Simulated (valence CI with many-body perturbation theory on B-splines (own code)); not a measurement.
**E1 line list for S+**

Level of theory: relativistic CI+MBPT: five valence electrons over a frozen Dirac-Fock core [Ne], a basis of 10 s, 10 p, 9 d, 7 f, 4 g, 2 h functions for each j, with the one-electron correlation potential Σ1, the two-electron term Σ2, the three-electron term Σ3, Breit, model QED; selected CI, second order for the rest, scaled by the run's own slope (own B-spline code, finite nucleus).

Against 49 measured levels this calculation errs by 60 cm⁻¹ on average and by 187 at most. Among the levels kept, up to 890 cm⁻¹ of a level comes from second order outside the variational space, and about a tenth of that is noise between levels of different J, which matters for small intervals.

Lines 201 to 232 of 232 in falling wavelength, among levels below 16.892 eV, chosen from the strongest by gf and those to the six lowest levels. Wavelengths and rates use the calculated energies, so an error of 60 cm⁻¹ moves a line at 919.5 Å by 0.055 % and its rate by three times that or more. Electric multipoles are in the length gauge, E1 and E2 with the static RPA response of the core. Weak lines are less certain than strong ones. Lines between different terms over intervals too small for the method are left out, as are lines whose strength nearly cancels and 1 of this kind that miss the measured wavelength by over 7 %. The highest levels of a list are the least certain.

Names give the largest LS component (configuration and term), which can be under half, so a name can repeat, a term be missing and a line seem to break the LS rules; names also repeat where a configuration has a term twice.

```
λ vac (Å)  λ from measured levels              Upper            Lower   A (s⁻¹)  S (a.u.)
    919.5                   919.2  3s2.3p2.3d 2D_3/2  3s2.3p3 2P°_3/2  1.99e+08  3.06e-01
    919.1                   918.8  3s2.3p2.3d 2D_3/2  3s2.3p3 2P°_1/2  1.08e+09  1.65e+00
    915.8                   915.4  3s2.3p2.3d 2D_5/2  3s2.3p3 2P°_3/2  1.21e+09  2.75e+00
    913.0                   912.7  3s2.3p2.4s 4P_1/2  3s2.3p3 4S°_3/2  1.02e+09  7.65e-01
    910.7                   910.5  3s2.3p2.4s 4P_3/2  3s2.3p3 4S°_3/2  1.03e+09  1.53e+00
    907.7                   907.6  3s2.3p2.3d 4F_3/2  3s2.3p3 4S°_3/2  3.64e+01  5.38e-08
    907.1                   906.9  3s2.3p2.4s 4P_5/2  3s2.3p3 4S°_3/2  1.05e+09  2.32e+00
    906.6                   906.5  3s2.3p2.3d 4F_5/2  3s2.3p3 4S°_3/2  1.91e+05  4.22e-04
    890.5                   890.9  3s2.3p2.3d 2G_7/2  3s2.3p3 2D°_5/2  2.24e+06  6.25e-03
    885.6                   885.4  3s2.3p2.4s 2P_1/2  3s2.3p3 4S°_3/2  1.13e+06  7.74e-04
    881.5                   881.4  3s2.3p2.4s 2P_3/2  3s2.3p3 4S°_3/2  1.94e+06  2.62e-03
    876.1                   875.9  3s2.3p2.3d 4D_1/2  3s2.3p3 4S°_3/2  3.05e+05  2.02e-04
    875.7                   875.7  3s2.3p2.3d 4D_3/2  3s2.3p3 4S°_3/2  9.82e+05  1.30e-03
    875.4                   875.4  3s2.3p2.3d 4D_5/2  3s2.3p3 4S°_3/2  1.20e+06  2.39e-03
    870.7                   871.0  3s2.3p2.3d 2F_5/2  3s2.3p3 4S°_3/2  7.29e+04  1.43e-04
    864.8                   864.2  3s2.3p2.3d 4P_5/2  3s2.3p3 2D°_5/2  4.89e+04  9.36e-05
    864.6                   863.9  3s2.3p2.3d 4P_5/2  3s2.3p3 2D°_3/2  9.47e+02  1.81e-06
    863.1                   862.6  3s2.3p2.3d 4P_3/2  3s2.3p3 2D°_5/2  1.13e+06  1.43e-03
    862.9                   862.3  3s2.3p2.3d 4P_3/2  3s2.3p3 2D°_3/2  4.13e+04  5.24e-05
    862.0                   861.4  3s2.3p2.3d 4P_1/2  3s2.3p3 2D°_3/2  4.48e+05  2.83e-04
    843.8                   844.1  3s2.3p2.3d 2D_3/2  3s2.3p3 2D°_5/2  1.37e+08  1.63e-01
    843.6                   843.8  3s2.3p2.3d 2D_3/2  3s2.3p3 2D°_3/2  1.09e+09  1.29e+00
    840.7                   840.8  3s2.3p2.3d 2D_5/2  3s2.3p3 2D°_5/2  1.23e+09  2.16e+00
    840.5                   840.6  3s2.3p2.3d 2D_5/2  3s2.3p3 2D°_3/2  2.57e+08  4.52e-01
    833.6                   834.8      3s.3p4 2S_1/2  3s2.3p3 4S°_3/2  2.81e+03  1.61e-06
    822.4                   822.9  3s2.3p2.4s 2D_3/2  3s2.3p3 4S°_3/2  2.91e+05  3.19e-04
    822.4                   822.8  3s2.3p2.4s 2D_5/2  3s2.3p3 4S°_3/2  1.60e+06  2.63e-03
    765.5                   765.7  3s2.3p2.3d 4P_5/2  3s2.3p3 4S°_3/2  9.05e+09  1.20e+01
    764.2                   764.4  3s2.3p2.3d 4P_3/2  3s2.3p3 4S°_3/2  9.12e+09  8.03e+00
    763.5                   763.7  3s2.3p2.3d 4P_1/2  3s2.3p3 4S°_3/2  9.09e+09  3.99e+00
    749.0                   749.8  3s2.3p2.3d 2D_3/2  3s2.3p3 4S°_3/2  8.78e+01  7.28e-08
    746.5                   747.3  3s2.3p2.3d 2D_5/2  3s2.3p3 4S°_3/2  2.51e+05  3.10e-04
```
